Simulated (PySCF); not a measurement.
## Spin states and ions at one geometry of [Pb(OH)3]+

PySCF 2.14.0, RKS r2SCAN, Pb def2-SVP with ECP60, O def2-SVP, H def2-SVP; non-relativistic Hamiltonian with scalar-relativistic core potentials where named; density fitting; no spin-orbit coupling; singlets restricted, open shells unrestricted. The geometry is relaxed for charge +1, singlet, vacuum:

```xyz
7

Pb    0.0000    0.0000    0.0644
O     2.0217   -0.3476    0.0660
H     2.5113    0.5018    0.0654
O    -0.7099    1.9246    0.0660
H    -1.6902    1.9239    0.0654
O    -1.3118   -1.5771    0.0660
H    -0.8211   -2.4257    0.0654
```

Energies count from the relaxed state; an electron taken off or put on is at rest in vacuum. Charges and spins are Mulliken's.

Question: Order these states by energy, lowest first.
A. charge +1, singlet, vacuum
B. charge 0, doublet, vacuum
C. charge +2, doublet, vacuum
D. charge +1, triplet, vacuum

Answer: B (-7.86 eV), A (0.00 eV), D (2.16 eV), C (16.81 eV).

Question: How do charge and spin on the first atom follow?

Answer: 
```csv
state,spin squared,charge on Pb1 (e),spin on Pb1 (e),dipole about the centre of mass (D)
"charge +1, singlet, vacuum",0.00,1.26,0.00,0.01
"charge +1, triplet, vacuum",2.02,1.08,0.23,0.75
"charge +2, doublet, vacuum",0.76,1.50,-0.09,0.85
"charge 0, doublet, vacuum",0.76,0.84,0.29,0.00
```

With an electron taken off (doublet) the charges change, summed by element, by Pb +0.23 e, O +0.60 e, H +0.16 e. The vertical ionisation energy is 16.81 eV, against −ε(HOMO) = 13.62 eV of the relaxed state. The level lies 3.2 eV too high, as is usual for semilocal functionals and global hybrids, which keep a self-interaction error.

With an electron put on (doublet) the charges change, summed by element, by Pb -0.43 e, O -0.36 e, H -0.22 e. The vertical electron affinity is 7.86 eV, against −ε(LUMO) = 10.94 eV of the relaxed state.

Open shells may have lower solutions than those found. Hard to converge, so the more doubtful: charge +1, triplet, vacuum; charge +2, doublet, vacuum.

No frequency check is given that shows the relaxed geometry to be a minimum.
